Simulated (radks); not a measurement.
Results of a calculation; reference values are marked as such.
Q: The osmium ion Os13+ is in [Kr] 4d10 4f14 5s2 5p1. Code: a radial shooting solver on a logarithmic mesh with Libxc functionals. Model: scalar-relativistic Kohn-Sham, PBE, spin-polarised, spherical densities, finite nucleus; Fermi nuclear charge, rms radius of each element as measured or else 0.836 A^(1/3) + 0.57 fm. Open shells are filled with parallel spins first. One electron is removed from 4f, 5s, 5p, 4d in turn, with full relaxation. Which removal costs least, and what does each cost?

A: 5p 277.89 eV; 4f 307.85 eV; 5s 325.09 eV; 4d 531.29 eV. The 5p electron leaves first.
